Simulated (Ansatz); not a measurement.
`[F][Ga]([F])[O][SiH3]`. Charge 0, multiplicity 1.

```xyz
8

F    -0.361   -2.266   -1.368
Ga   -1.293   -1.005   -0.629
F    -3.014   -1.125   -0.733
O    -0.544    0.339    0.190
Si    0.966    0.885    0.550
H     1.763    1.066   -0.691
H     1.667   -0.080    1.437
H     0.816    2.186    1.244
```

Q: What are the harmonic wavenumbers in cm⁻¹ at PBE0-D4/def2-TZVP (Ansatz, finite differences of forces, unscaled)? (Estimate.)

A: Computed: 24, 58, 65, 180, 200, 202, 518, 700, 724, 730, 739, 954, 955, 983, 1041, 2225, 2225, 2247.

Q: Is this a minimum?

A: Yes, all 18 modes are real.

Q: Give the ideal-gas thermochemistry at 298.15 K and 1 bar (rigid rotor, harmonic oscillator; point group C1, symmetry number 1).

A: Zero-point energy 88.3 kJ/mol; H(298) − E = 111.4 kJ/mol; entropy 388.2 J/(mol·K), of which translation 171.7, rotation 116.7, vibration 99.7; G(298) − E = -4.3 kJ/mol. Modes under 100 cm⁻¹ are hindered rotations or soft bends, so the harmonic entropy is rough.

Q: And at 400, 500, 600, 800 and 1000 K?

A: 
```tsv
T (K)	H − E (kJ/mol)	S (J/mol/K)	G − E (kJ/mol)
400	123.0	421.6	-45.6
500	135.7	449.9	-89.2
600	149.4	474.8	-135.5
800	178.9	517.1	-234.8
1000	210.3	552.1	-341.8
```
